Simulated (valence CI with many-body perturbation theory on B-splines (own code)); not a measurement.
E1 line list for Cd³⁴⁺

Calculated by configuration interaction combined with many-body perturbation theory (CI+MBPT): four valence electrons over a frozen Dirac-Fock core [Ne], a basis of 11 s, 11 p, 9 d, 7 f, 5 g, 2 h, 1 i functions for each j, with the one-electron correlation potential Σ1, the two-electron term Σ2, the three-electron term Σ3, Breit, model QED; selected CI, second order for the rest (own B-spline code, finite nucleus).

No measured spectrum was set against this ion. As an estimate, large intervals hold to a few tenths of a per cent, small ones and those within an open d or f shell to about a per cent.

Lines 151 to 200 of 233 in falling wavelength, among levels below 2833800 cm⁻¹, chosen from the strongest by gf and those to the six lowest levels. Wavelengths and rates use the calculated energies. Electric multipoles are in the length gauge, E1 and E2 with the static RPA response of the core. Weak lines are less certain than strong ones. Lines between different terms over intervals too small for the method are left out, as are lines whose strength nearly cancels. The highest levels of a list are the least certain.

Levels are named by their leading jj configuration (3d3/2^4 stands for four electrons in 3d with j = 3/2), which in mixed levels can hold well under half, so a name can repeat and another be missing. Letters in brackets count levels of one name in rising energy.

```tsv
λ vac (nm)	Upper	Lower	A (s⁻¹)	S (a.u.) with core polarisation	S without
7.874	(3s^2 3p1/2 3d5/2) J=2	(3s^2 3p1/2 3p3/2) J=1	8.32e+10	1.00e-01	1.02e-01
7.852	(3s 3p3/2^3) J=1	(3s^2 3p3/2^2) J=0	2.16e+11	1.55e-01	1.58e-01
7.839	(3s 3p3/2^2 3d3/2) J=2	(3s^2 3p1/2 3d3/2) J=1	1.02e+10	1.22e-02	1.24e-02
7.821	(3s 3p3/2^2 3d3/2) J=1	(3s 3p1/2 3p3/2^2) J=2 [b]	2.59e+10	1.84e-02	1.88e-02
7.771	(3s 3p1/2 3p3/2 3d5/2) J=2 [e]	(3s 3p1/2 3p3/2^2) J=1 [a]	2.02e+10	2.34e-02	2.38e-02
7.756	(3s 3p1/2 3p3/2 3d3/2) J=2 [a]	(3s 3p1/2^2 3p3/2) J=2	8.49e+08	9.78e-04	9.97e-04
7.743	(3s 3p1/2 3p3/2^2) J=1 [b]	(3s^2 3p1/2 3p3/2) J=1	9.13e+10	6.27e-02	6.41e-02
7.724	(3s 3p3/2^2 3d3/2) J=2	(3s^2 3p1/2 3d5/2) J=3	8.35e+09	9.50e-03	9.70e-03
7.717	(3s 3p3/2^2 3d3/2) J=3	(3s 3p1/2 3p3/2^2) J=2 [b]	8.35e+09	1.33e-02	1.35e-02
7.699	(3s 3p1/2 3p3/2 3d3/2) J=1 [d]	(3s^2 3p1/2 3d3/2) J=2	6.94e+10	4.69e-02	4.79e-02
7.681	(3s 3p1/2 3p3/2 3d3/2) J=1 [a]	(3s 3p1/2^2 3p3/2) J=2	3.78e+09	2.54e-03	2.59e-03
7.655	(3s 3p1/2 3p3/2 3d5/2) J=2 [a]	(3s 3p1/2^2 3p3/2) J=1	1.86e+10	2.06e-02	2.11e-02
7.633	(3s 3p3/2^2 3d3/2) J=2	(3s 3p1/2 3p3/2^2) J=2 [b]	1.43e+10	1.57e-02	1.60e-02
7.590	(3s 3p1/2 3p3/2 3d5/2) J=3 [c]	(3s 3p1/2 3p3/2^2) J=2 [a]	7.95e+10	1.20e-01	1.23e-01
7.582	(3s 3p3/2^2 3d3/2) J=1	(3s 3p1/2 3p3/2^2) J=0	7.30e+10	4.71e-02	4.82e-02
7.568	(3s 3p1/2 3p3/2 3d3/2) J=3 [a]	(3s 3p1/2^2 3p3/2) J=2	9.58e+09	1.44e-02	1.46e-02
7.557	(3s 3p1/2 3p3/2 3d3/2) J=2 [c]	(3s 3p1/2^2 3p3/2) J=1	2.45e+10	2.61e-02	2.67e-02
7.515	(3s 3p1/2 3p3/2 3d5/2) J=1 [b]	(3s^2 3p1/2 3d3/2) J=2	9.06e+09	5.69e-03	5.81e-03
7.485	(3s 3p1/2 3p3/2 3d3/2) J=2 [b]	(3s 3p1/2^2 3p3/2) J=2	2.81e+10	2.91e-02	2.98e-02
7.383	(3s 3p1/2 3p3/2 3d5/2) J=3 [d]	(3s 3p1/2 3p3/2^2) J=2 [a]	8.55e+09	1.19e-02	1.21e-02
7.336	(3s 3p1/2 3p3/2 3d3/2) J=2 [e]	(3s^2 3p1/2 3d3/2) J=2	6.95e+10	6.78e-02	6.92e-02
7.291	(3s 3p3/2^3) J=1	(3s^2 3p3/2^2) J=2	9.12e+10	5.23e-02	5.35e-02
7.240	(3s^2 3p3/2 3d5/2) J=2 [a]	(3s^2 3p1/2 3p3/2) J=2	3.00e+09	2.81e-03	2.87e-03
7.191	(3s 3p1/2 3p3/2 3d5/2) J=2 [d]	(3s 3p1/2 3p3/2^2) J=3	7.97e+09	7.31e-03	7.47e-03
7.178	(3s 3p3/2^2 3d5/2) J=4	(3s 3p1/2 3p3/2^2) J=3	2.82e+10	4.63e-02	4.73e-02
7.152	(3s 3p1/2 3p3/2 3d3/2) J=2 [e]	(3s 3p1/2 3p3/2^2) J=2 [a]	6.11e+09	5.52e-03	5.63e-03
7.137	(3s 3p1/2 3p3/2 3d5/2) J=3 [e]	(3s^2 3p1/2 3d3/2) J=2	5.09e+09	6.40e-03	6.52e-03
7.130	(3s 3p1/2 3p3/2 3d5/2) J=2 [e]	(3s 3p1/2 3p3/2^2) J=3	6.25e+09	5.59e-03	5.71e-03
7.046	(3s 3p1/2 3p3/2 3d3/2) J=1 [c]	(3s 3p1/2^2 3p3/2) J=1	8.16e+10	4.23e-02	4.32e-02
7.018	(3s^2 3p3/2 3d5/2) J=2 [a]	(3s^2 3p1/2 3p3/2) J=1	1.03e+09	8.75e-04	8.93e-04
6.955	(3s 3p3/2^2 3d3/2) J=3	(3s 3p1/2 3p3/2^2) J=3	1.43e+11	1.67e-01	1.70e-01
6.928	(3s 3p1/2 3p3/2 3d5/2) J=3 [a]	(3s 3p1/2^2 3p3/2) J=2	1.18e+11	1.35e-01	1.38e-01
6.917	(3s 3p1/2 3p3/2 3d5/2) J=2 [a]	(3s 3p1/2^2 3p3/2) J=2	3.06e+09	2.50e-03	2.55e-03
6.886	(3s 3p3/2^2 3d3/2) J=2	(3s 3p1/2 3p3/2^2) J=3	5.68e+10	4.58e-02	4.68e-02
6.869	(3s 3p1/2 3p3/2 3d5/2) J=1 [a]	(3s 3p1/2^2 3p3/2) J=2	1.41e+09	6.78e-04	6.94e-04
6.837	(3s 3p1/2 3p3/2 3d3/2) J=2 [c]	(3s 3p1/2^2 3p3/2) J=2	2.49e+09	1.96e-03	2.00e-03
6.785	(3s^2 3p3/2 3d3/2) J=1	(3s^2 3p1/2 3p3/2) J=2	3.17e+10	1.47e-02	1.50e-02
6.774	(3s 3p1/2 3p3/2 3d5/2) J=2 [e]	(3s 3p1/2 3p3/2^2) J=2 [a]	5.90e+10	4.53e-02	4.63e-02
6.769	(3s^2 3p3/2 3d3/2) J=2	(3s^2 3p1/2 3p3/2) J=2	2.31e+11	1.77e-01	1.81e-01
6.732	(3s^2 3p3/2 3d3/2) J=3	(3s^2 3p1/2 3p3/2) J=2	2.35e+11	2.48e-01	2.54e-01
6.719	(3s 3p1/2 3p3/2 3d3/2) J=2 [d]	(3s 3p1/2^2 3p3/2) J=2	2.21e+11	1.65e-01	1.69e-01
6.714	(3s 3p1/2 3p3/2^2) J=1 [a]	(3s^2 3p1/2^2) J=0	1.59e+11	7.13e-02	7.29e-02
6.713	(3s 3p1/2 3p3/2 3d3/2) J=1 [d]	(3s 3p1/2^2 3p3/2) J=1	2.07e+11	9.29e-02	9.49e-02
6.709	(3s 3p3/2^2 3d3/2) J=2	(3s^2 3p1/2 3d3/2) J=2	8.99e+09	6.70e-03	6.84e-03
6.692	(3s 3p3/2^2 3d3/2) J=1	(3s 3p1/2 3p3/2^2) J=2 [a]	1.49e+11	6.63e-02	6.77e-02
6.684	(3s 3p1/2 3p3/2 3d3/2) J=1 [b]	(3s 3p1/2^2 3p3/2) J=2	2.25e+11	9.95e-02	1.02e-01
6.617	(3s 3p3/2^2 3d3/2) J=3	(3s 3p1/2 3p3/2^2) J=2 [a]	6.67e+10	6.68e-02	6.82e-02
6.606	(3s 3p1/2 3p3/2 3d3/2) J=0 [b]	(3s 3p1/2^2 3p3/2) J=1	9.78e+10	1.39e-02	1.42e-02
6.603	(3s 3p1/2 3p3/2 3d5/2) J=3 [b]	(3s 3p1/2^2 3p3/2) J=2	3.98e+10	3.95e-02	4.04e-02
6.590	(3s^2 3p3/2 3d3/2) J=1	(3s^2 3p1/2 3p3/2) J=1	2.54e+11	1.07e-01	1.10e-01
```
